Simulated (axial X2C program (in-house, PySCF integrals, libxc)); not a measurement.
Results of a calculation; reference values are marked as such.
# IErI⁺: input and output of an open-shell CI run

Program: an in-house all-electron X2C program for linear molecules (integrals from PySCF).

Input and command:
```json
{"zs": [53, 68, 53], "q": 1, "bas": ["dyall-v3z", "dyall-v3z", "dyall-v3z"], "r0": 2.98, "metal": 1, "shells": [[3, [0, 1, 2, 3], 11], [0, [0], 0]], "fix": 0, "emax": 2.2, "nroots": 4}
```
```bash
python soci.py task.json out
```

Keys: zs atomic numbers; q charge; bas basis sets; r0 starting distance in Å; metal index of the metal atom; shells open shells as [l, |m| values, electrons]; fix electron count of the first shell held; emax energy window in eV; nroots roots for each Ω.

Output at I–Er–I held linear, both bonds 2.792 Å:

```
average of configuration f11 s0
basis functions 370  fitting functions 1942
iter      average energy  largest gradient
   1     -27294.519726610   5.54e+01
   2     -27296.352197536   3.54e+01
   3     -27297.465143883   1.17e+00
   4     -27297.524396093   1.20e+00
   5     -27297.531114244   3.95e-01
   6     -27297.532774263   1.67e-01
   7     -27297.533186774   1.41e-02
   8     -27297.533208289   4.10e-03
   9     -27297.533211687   1.72e-03
  10     -27297.533212178   1.78e-03
  11     -27297.533212251   4.05e-04
  12     -27297.533212258   1.95e-04
  13     -27297.533212259   4.90e-05
  14     -27297.533212259   1.10e-05
converged
CI levels
2*Omega        energy/Eh    cm-1   g(par)  dipole/D  leading shell counts
    1    -27297.72872057        0   1.205   13.411  {'11 0': 1.0}
    3    -27297.72858797       29   3.612   13.411  {'11 0': 1.0}
    5    -27297.72833802       84   6.013   13.411  {'11 0': 1.0}
    7    -27297.72799167      160   8.408   13.411  {'11 0': 1.0}
    9    -27297.72755494      256  10.802   13.411  {'11 0': 1.0}
   11    -27297.72698803      380  13.201   13.411  {'11 0': 1.0}
   13    -27297.72616709      560  15.598   13.411  {'11 0': 1.0}
   15    -27297.72483271      853  17.965   13.411  {'11 0': 1.0}
    1    -27297.70036628     6223   1.117   13.411  {'11 0': 1.0}
    3    -27297.70023862     6251   3.347   13.411  {'11 0': 1.0}
    5    -27297.69998257     6307   5.565   13.411  {'11 0': 1.0}
    7    -27297.69959149     6393   7.778   13.411  {'11 0': 1.0}
    9    -27297.69904134     6514   9.998   13.411  {'11 0': 1.0}
   11    -27297.69826594     6684  12.215   13.411  {'11 0': 1.0}
   13    -27297.69708519     6943  14.361   13.411  {'11 0': 1.0}
    1    -27297.68246713    10151   0.976   13.411  {'11 0': 1.0}
    3    -27297.68232597    10182   2.921   13.411  {'11 0': 1.0}
    5    -27297.68203766    10246   4.858   13.411  {'11 0': 1.0}
    7    -27297.68158988    10344   6.813   13.411  {'11 0': 1.0}
    9    -27297.68095328    10484   8.795   13.411  {'11 0': 1.0}
   11    -27297.67999334    10694  10.710   13.411  {'11 0': 1.0}
    1    -27297.66988414    12913   0.762   13.411  {'11 0': 1.0}
    3    -27297.66964343    12966   2.305   13.411  {'11 0': 1.0}
    5    -27297.66930849    13039   3.879   13.411  {'11 0': 1.0}
    7    -27297.66894410    13119   5.466   13.411  {'11 0': 1.0}
    9    -27297.66798445    13330   7.059   13.411  {'11 0': 1.0}
```

Dipoles in the output refer to the first atom as origin, so for this ion they depend on that choice.

Dynamic correlation is missing, so gaps between terms are too wide and other configurations may lie lower; the lowest level listed is that of this model, not necessarily the ground state. At most 4 roots were kept for each Ω > 0 (twice that for Ω = 0) within 2.2 eV of the lowest, so higher up levels can be missing between those listed; levels with Ω > 0 are doubly degenerate and listed once, Ω = 0 levels singly. States that fill the shells left empty in the average are placed too high. The molecule was held linear; bending was not examined.
